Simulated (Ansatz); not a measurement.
The cluster Li4H5⁻ (the lowest singlet isomer of a short search). Charge -1, multiplicity 1. Geometry PBE0-D4/def2-TZVPD, basis def2-TZVPD, Ansatz.

```
atom    x (Å)    y (Å)    z (Å)
 Li1   0.6910  -1.4795   0.6734
 Li2  -1.3171  -0.9393  -0.7062
 Li3   1.2403   0.9514   0.8197
 Li4  -0.7631   1.4896  -0.5649
  H5  -0.4257   0.0595   0.6395
  H6  -1.8673   0.5163  -1.6077
  H7  -0.4151  -2.4569  -0.3566
  H8   2.1527  -0.5581   1.1771
  H9   0.7044   2.4169  -0.0743
```

| run | HOMO (eV) | LUMO (eV) |
| --- | --- | --- |
| A | -4.51 | 3.54 |
| B | -1.99 | 2.97 |
| C | -1.85 | 2.67 |
| D | -3.98 | 3.09 |
| E | -4.15 | 3.60 |
| F | -1.00 | 2.67 |

The structure comes from a short search, and lower isomers may exist.

The runs used HF, PBE0, r2SCAN, r2SCAN0, ωB97M-V, ωB97X-V. Estimate which is which.

A HF (100 % exact exchange); B r2SCAN0 (25 % exact exchange); C PBE0 (25 % exact exchange); D ωB97M-V (range-separated); E ωB97X-V (range-separated); F r2SCAN (0 % exact exchange). Exact exchange lowers occupied and raises empty levels; among semilocal functionals meta-GGAs tend to open the gap a little, and such runs are hard to tell apart. The gap grows from 3.67 eV (r2SCAN) to 8.05 eV (HF).
